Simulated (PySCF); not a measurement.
O3Zr, SMILES [O]=[Zr]1[O][O]1, multiplicity 1.

Geometry optimised at PBE-D3(BJ)/def2-TZVP. The multiplicity is an assumed one; other spin states were not compared. The def2 effective core potentials stand for the cores of Zr; spin–orbit coupling is left out.

Computed with PySCF with PBE-D3(BJ)/def2-TZVP.

Frequencies are harmonic and unscaled.

```csv
mode,ν (cm⁻¹),IR (km/mol),moving atoms (share of kinetic energy)
1,181,17.8,O 94 %
2,220,19.1,"O 83 %, Zr 17 %"
3,584,51.0,"O 77 %, Zr 23 %"
4,589,23.9,O 94 %
5,851,105.1,O 95 %
6,902,147.7,"O 86 %, Zr 14 %"
```
